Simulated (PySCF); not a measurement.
NbO, SMILES [O]=[Nb] (connectivity only; charge and spin as stated), neutral, multiplicity 4.

Geometry optimised at PBE0-D3(BJ)/def2-TZVPD. The spin state was assumed, not searched. The def2 effective core potentials stand for the cores of Nb; spin–orbit coupling is left out.

Computed with B3LYP/def2-TZVPD run with PySCF.

Gas-phase values at a fixed geometry.

Computed frontier levels, dipole moment and polarisability:
α spin, highest occupied and lowest empty level: -5.19 and -2.01 eV
β spin, highest occupied and lowest empty level: -9.48 and -2.75 eV
dipole moment: 3.66 D
mean static polarisability: 77.7 bohr³ (11.52 Å³)
polarisability, principal values: 69.1, 82.0, 82.0 bohr³
⟨S²⟩: 3.765 (pure state 3.75)
